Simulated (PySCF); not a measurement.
C3H8O2SSi.
Numbering: `[CH3:1][O:2][C:3](=[O:4])[SiH2:5][S:6][CH3:7]` (hydrogens: H8, H9, H10 on C1; H11, H12 on Si5; H13, H14, H15 on C7)

Structure optimised with GFN2-xTB, isolated species.

Give the optimised bond lengths and angles.

```csv
bond,length (Å),order
C1–O2,1.425,single
O2–C3,1.333,single
C3=O4,1.209,double
C3–Si5,1.916,single
Si5–S6,2.140,single
S6–C7,1.827,single
"C1–H8, C1–H9, C1–H10",1.090,single
Si5–H11,1.461,single
Si5–H12,1.448,single
"C7–H13, C7–H14, C7–H15",1.085,single
```

Bonds in one row agree within 0.01 Å and their mean is given. Orders are formal, as drawn. A selection of angles:
```csv
angle,degrees
O2–C1–H8,110.1
O2–C1–H9,106.5
H8–C1–H9,110.9
H8–C1–H10,108.8
C1–O2–C3,117.0
O2–C3–O4,123.5
O2–C3–Si5,111.5
O4–C3–Si5,125.0
C3–Si5–S6,106.4
C3–Si5–H11,108.0
C3–Si5–H12,110.2
S6–Si5–H11,109.7
S6–Si5–H12,105.7
H11–Si5–H12,116.3
Si5–S6–C7,101.0
S6–C7–H13,106.7
S6–C7–H14,110.0
H13–C7–H14,110.3
```

Torsions: C1–O2–C3–O4 0° (synperiplanar); O2–C3–Si5–S6 113° (anticlinal); C3–Si5–S6–C7 54° (synclinal). The mirror-image conformer, all signs reversed, is as good.

The 3 C–O bonds span 1.209 Å (C3=O4, drawn double) to 1.425 Å (C1–O2, drawn single), a spread of 0.216 Å. Si5 (SiH2 silicon) is distorted tetrahedral (angles from 105.7° to 116.3°). S6 (sulfur bonded to C and Si) is bent (angle 101.0°). Of the pairs four or more bonds apart, O4···H14 is among the closest relative to their van der Waals radii: 2.36 Å, 87 % of the sum of Bondi's values.

Point group: C1 (no symmetry element, even within 0.4 Å). Not checked by GFN2-xTB frequencies. One conformer, not necessarily the lowest.

All values are computed, not measured.
